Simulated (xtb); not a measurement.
I4Sn, charge -1, doublet, at a GFN2-xTB geometry of the parent state (such geometries of metal compounds can be far from the true shape) (a state made from the parent by changing its charge; the spin is typed, not shown lowest); GFN0-xTB (xtb 6.7.1).

The xtb input:
```
$ xtb mol.xyz --gfn 0 --chrg -1 --uhf 1 --json

# file mol.xyz
5

I     -1.65170208    -0.64443435    -2.09048008
Sn     0.00000000    -0.00000000    -0.00000000
I      0.58452688     2.67655551    -0.08888920
I      2.31947770    -1.44851091    -0.18804700
I     -1.25230250    -0.58361025     2.36741629
```

Output, abridged:

```
   ID    Z sym.   atoms
    1   53 I      1, 3-5
    2   50 Sn     2

           -------------------------------------------------
          |                Calculation Setup                |
           -------------------------------------------------

           -------------------------------------------------
          |                 G F N 0 - x T B                 |
           -------------------------------------------------

          ...................................................
          :                      SETUP                      :
          :.................................................:
          :  # basis functions                  50          :
          :  # atomic orbitals                  45          :
          :  # shells                           15          :
          :  # electrons                        33          :
          :  electronic temp.          300.0000000     K    :
          :  accuracy                    1.0000000          :
          :  -> integral cutoff          0.2500000E+02      :
          :  -> integral neglect         0.1000000E-07      :
          ...................................................

         :::::::::::::::::::::::::::::::::::::::::::::::::::::
         ::                     SUMMARY                     ::
         :::::::::::::::::::::::::::::::::::::::::::::::::::::
         :: total energy             -18.043833002097 Eh    ::
         :: gradient norm              0.063939465070 Eh/a0 ::
         :: HOMO-LUMO gap              3.724774812224 eV    ::
         ::.................................................::
         :: H0 energy                -16.836581456658 Eh    ::
         :: repulsion energy           0.026909537161 Eh    ::
         :: electrostat energy        -1.231490214220 Eh    ::
         :: -> Gsolv                   0.000000000000 Eh    ::
         ::    -> Gsasa                0.000000000000 Eh    ::
         ::    -> Gshift               0.000000000000 Eh    ::
         :: dispersion energy         -0.002670868381 Eh    ::
         :: short-range corr.          0.000000000000 Eh    ::
         :: add. restraining           0.000000000000 Eh    ::
         :: total charge              -1.000000000000 e     ::
         :::::::::::::::::::::::::::::::::::::::::::::::::::::

           -------------------------------------------------
          |                Property Printout                |
           -------------------------------------------------

    * Orbital Energies and Occupations

         #    Occupation            Energy/Eh            Energy/eV
      -------------------------------------------------------------
         1        2.0000           -0.7943367             -21.6150
       ...           ...                  ...                  ...
         5        2.0000           -0.6296245             -17.1330
         6        2.0000           -0.4737096             -12.8903
         7        2.0000           -0.4737096             -12.8903
         8        2.0000           -0.4737096             -12.8903
         9        2.0000           -0.4366438             -11.8817
        10        2.0000           -0.4366438             -11.8817
        11        2.0000           -0.4285328             -11.6610
        12        2.0000           -0.4285328             -11.6610
        13        2.0000           -0.4285328             -11.6610
        14        2.0000           -0.4242516             -11.5445
        15        2.0000           -0.4242516             -11.5445
        16        2.0000           -0.4242516             -11.5445
        17        1.0000           -0.3317874              -9.0284 (HOMO)
        18                         -0.1949044              -5.3036 (LUMO)
        19                         -0.1949044              -5.3036
        20                         -0.1949044              -5.3036
        21                         -0.0821240              -2.2347
        22                         -0.0821240              -2.2347
        23                         -0.0616414              -1.6773
        24                         -0.0616414              -1.6773
        25                         -0.0616414              -1.6773
        26                         -0.0444938              -1.2107
        27                         -0.0444938              -1.2107
        28                         -0.0444938              -1.2107
       ...                                ...                  ...
        45                          1.7290166              47.0489
      -------------------------------------------------------------
                  HL-Gap            0.1368830 Eh            3.7248 eV
             Fermi-level            0.0000000 Eh            0.0000 eV

     #   Z          covCN         q      C6AA      α(0)
     1  53 I        0.874    -0.301   393.068    34.247
     2  50 Sn       3.471     0.204   329.112    33.275
     3  53 I        0.874    -0.301   393.068    34.247
     4  53 I        0.874    -0.301   393.068    34.247
     5  53 I        0.874    -0.301   393.068    34.247

 Mol. C6AA /au·bohr⁶  :       9490.836537
 Mol. C8AA /au·bohr⁸  :     927389.239690
 Mol. α(0) /au        :        170.261907

Wiberg/Mayer (AO) data.
largest (>0.10) Wiberg bond orders for each atom

 ---------------------------------------------------------------------------
     #   Z sym  total        # sym  WBO       # sym  WBO       # sym  WBO
 ---------------------------------------------------------------------------
     1  53 I    1.375 --     2 Sn   0.957     4 I    0.139     3 I    0.139
                             5 I    0.139
     2  50 Sn   3.827 --     4 I    0.957     1 I    0.957     3 I    0.957
                             5 I    0.957
     3  53 I    1.375 --     2 Sn   0.957     4 I    0.139     1 I    0.139
                             5 I    0.139
     4  53 I    1.375 --     2 Sn   0.957     1 I    0.139     3 I    0.139
                             5 I    0.139
     5  53 I    1.375 --     2 Sn   0.957     4 I    0.139     1 I    0.139
                             3 I    0.139
 ---------------------------------------------------------------------------

Topologies differ in total number of bonds
Writing topology from bond orders to xtbtopo.mol

 dipole moment from electron density (au)
     X       Y       Z
   0.0000  -0.0000  -0.0000  total (Debye):    0.000

           -------------------------------------------------
          | TOTAL ENERGY              -18.043833002097 Eh   |
          | GRADIENT NORM               0.063939465070 Eh/α |
          | HOMO-LUMO GAP               3.724774812224 eV   |
           -------------------------------------------------

normal termination of xtb
```
